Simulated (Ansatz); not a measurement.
Compare A (`F/C=C\C=C(F)F`) with its isomer B (`C=C(F)/C(F)=C/F`).

Calculated with Ansatz (gas phase, PBE0-D4/def2-TZVP geometries, no zero-point term in ΔE). CBS: MP2 limit from def2 TZ/QZ plus the TZ coupled-cluster correction, frozen cores. Double bonds are as drawn, so ΔE can hold a change between cis and trans. DFT in def2-TZVPP. B3LYP here is the variant with VWN-RPA as its local correlation; programs differ in this. Each species was taken in one conformer, which may not be the lowest.

(1) Which isomer does CCSD(T)/CBS put lower? Give the gap. (An estimate is asked.)

(2) Give E(B) − E(A) in kcal/mol with B3LYP, CCSD(T)/def2-SVP, LDA (SPW92), ωB97M-V, r2SCAN-D4, B3LYP-D4, BLYP-D4. (Best estimate.)

(3) Does the order hold for the free energy at 298.15 K (harmonic terms from PBE0-D4)? (Best estimate.)

Largest T1 diagnostic: 0.013.

## Answers

(1) Ansatz gave: A, by 7.3 kcal/mol.

(2) The calculation gave: B3LYP 7.6, CCSD(T)/def2-SVP 9.1, LDA (SPW92) 8.7, ωB97M-V 7.6, r2SCAN-D4 8.1, B3LYP-D4 7.3, BLYP-D4 7.2. None reverses the order clearly.

(3) Computed: Yes: G(B) − G(A) = +7.1 kcal/mol, for one conformer each.

Leaving LDA and LC-ωPBE aside and taking each functional with its dispersion term where it has one, the values, not all of them listed here, spread over 1.5 kcal/mol, from BLYP-D4 to PBE-QIDH. At CCSD(T), def2-SVP lies +1.8 kcal/mol from the extrapolated value and def2-TZVPP +0.3 kcal/mol.
